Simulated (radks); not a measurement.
Nb II, configuration [Kr] 4d4 (the NIST ground configuration). Method: scalar-relativistic Kohn-Sham, PBE, spin-unpolarised, spherical densities, point nucleus; computed with a radial shooting solver on a logarithmic mesh with Libxc functionals.

X-ray form factor f0, the Fourier transform of the density (f0(0) = 40):

sin(theta)/lambda (1/angstrom)  f0 (electrons)
0.05                                    39.290
0.1                                     37.434
0.15                                    34.987
0.2                                     32.408
0.25                                    29.950
0.3                                     27.726
0.4                                     24.075
0.5                                     21.323
0.6                                     19.140
0.8                                     15.522
1                                       12.426
1.25                                     9.446
1.5                                      7.526
2                                        5.676
